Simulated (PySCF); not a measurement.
Pb(F)(SH) (FHPbS), SMILES [F][Pb][SH] (connectivity only; charge and spin as stated), neutral, multiplicity 1. Atoms are numbered in the order given.

```xyz
4

Pb     0.2372     0.3473     0.0000
F     -1.7481     0.9131     0.0000
S     -0.2954    -2.1385     0.0000
H      1.0070    -2.4805     0.0000
```

Geometry optimised at B3LYP-D3(BJ)/def2-TZVP. The def2 effective core potentials stand for the cores of Pb; spin–orbit coupling is left out. Other conformers were not sampled.

The numbers are results of CAM-B3LYP/def2-TZVPD in PySCF, not measurements.

Mulliken values depend strongly on the basis, most of all with diffuse functions as here. ESP charges are fitted to the potential on shells at 1.4 to 2.0 van der Waals radii. Atomic charges (e):

| atom | Mulliken | ESP fit |
|---|---|---|
| Pb1 | 0.97 | ___ |
| F2 | -0.61 | ___ |
| S3 | -0.50 | ___ |
| H4 | 0.14 | ___ |

Complete the blanks. (An estimate is asked for; the answer gives what the named calculation found.)


- Pb1, ESP fit: 0.59
- F2, ESP fit: -0.38
- S3, ESP fit: -0.32
- H4, ESP fit: 0.11
